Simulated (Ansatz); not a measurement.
Consider the ligand exchange at the Si–O bond: `O[Si](O)(O)O[SiH2]F` + `O[SiH2]S` → `O[SiH2]S[Si](O)(O)O` + `O[SiH2]F`.

Calculated with Ansatz (gas phase, PBE0-D4/def2-TZVP geometries, no zero-point term in ΔE). CCSD(T)/CBS is the MP2 limit (def2-TZVPP, def2-QZVPP) plus CCSD(T) − MP2 in def2-TZVPP, frozen cores. DFT in def2-TZVPP. B3LYP here is the variant with VWN-RPA as its local correlation; programs differ in this. One conformer a species, not always the lowest.

| level | ΔE (kJ/mol) |
| --- | --- |
| PBE0-D4 | 47.7 |
| B3LYP-D4 | 59.7 |
| PBE | 46.4 |
| PBE0 | 53.7 |
| B3LYP | 71.3 |
| MP2/def2-QZVPP | 55.7 |
| SCS-MP2/def2-QZVPP | 65.3 |
| MP2/CBS(def2) | 53.5 |

Task: What does CCSD(T)/CBS give? (Best estimate.)

Result: The calculation gave: +60.1 kJ/mol. The listed levels differ from it by -12.4, -0.4, -13.7, -6.4, 11.2, -4.4, 5.2, -6.6 kJ/mol.

Largest T1 diagnostic among the species: 0.012.

From PBE to PBE0 (25 % exact exchange), in def2-TZVPP and without D4, ΔE moves by +7.2 kJ/mol. The D4 term adds −11.7 kJ/mol with B3LYP and −6.0 kJ/mol with PBE0; it sums over pairs of atoms, weighted by their polarisabilities, and B3LYP, whose exchange is more repulsive, gets the larger term.
